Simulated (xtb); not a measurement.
xtb input (GFN2-xTB):

```bash
xtb mol.xyz --gfn 2 --ohess tight --chrg 0 --uhf 0
```
mol.xyz:
```
15

Si     2.34274918    -0.22815512    -0.12197331
C      0.49147446    -0.08840699    -0.08560012
C     -0.36028101    -1.17108621     0.27543057
C     -1.70106341    -1.00932505     0.43081736
C     -2.34655004     0.22152808     0.19180147
C     -1.50591529     1.33904346    -0.15160100
C     -0.13134768     1.16592562    -0.24910100
H      2.87136460     0.67405983    -1.14805393
H      2.63616026    -1.65222757    -0.56513340
H      2.99646620     0.01050995     1.12136656
H      0.10971356    -2.11638897     0.46441153
H     -2.35133844    -1.87522491     0.65493207
H     -3.42016323     0.36494172     0.24679345
H     -1.95115285     2.30443780    -0.34141698
H      0.47237709     2.00429647    -0.57708812
```

End of the output:

```
optimized geometry written to: xtbopt.xyz

           -------------------------------------------------
          | TOTAL ENERGY              -18.629047713726 Eh   |
          | TOTAL ENTHALPY            -18.509506562140 Eh   |
          | TOTAL FREE ENERGY         -18.549824102706 Eh   |
          | GRADIENT NORM               0.000370435892 Eh/α |
          | HOMO-LUMO GAP               4.237664947213 eV   |
           -------------------------------------------------

------------------------------------------------------------------------
------------------------------------------------------------------------
 total:
 SCF:
 ANC optimizer:
 analytical hessian:
```
